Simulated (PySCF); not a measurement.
ZnBr from Hartree–Fock to correlated methods

State: ²Σ⁺ (doublet), unpaired electrons σ ↑. Set-up: basis Zn def2-TZVPP, Br def2-TZVPP; no relativity; PySCF 2.14. De refers to Zn + Br in their high-spin ground configurations, without counterpoise correction. The functionals are run spin-unrestricted. A positive dipole means Zn(−)Br(+).

| Level | Re (Å) | ωe (cm⁻¹) | De (eV) | μ (D) |
| --- | --- | --- | --- | --- |
| UHF | 2.336 | 279 | 1.70 | -3.23 |
| UHF-MP2 | 2.280 | 289 | 2.01 | n/a |
| UHF-SCS-MP2 | 2.297 | 284 | 1.82 | n/a |
| PBE | 2.326 | 257 | 1.89 | -2.34 |
| BLYP | 2.366 | 238 | 1.56 | -2.46 |
| r²SCAN | 2.293 | 278 | 2.14 | -2.45 |
| r²SCANh | 2.292 | 281 | 2.14 | -2.55 |
| PBE0 | 2.307 | 273 | 1.99 | -2.61 |
| B97-3 | 2.339 | 258 | 1.75 | -2.70 |
| ωB97X-V | 2.297 | 282 | 1.95 | -2.73 |
| B2PLYP | 2.314 | 271 | 1.78 | -2.89 |

The bond length runs from 2.280 Å (UHF-MP2) to 2.366 Å (BLYP). De spans 1.56 eV (BLYP, GGA) to 2.14 eV (r²SCAN, meta-GGA).

Correlated steps freeze 14 core orbitals. Spin–orbit coupling is left out. B2PLYP dipoles, levels and charges come from its SCF part alone. The state is the lowest determinant that a PBE0 search found; another state may lie lower at other levels.
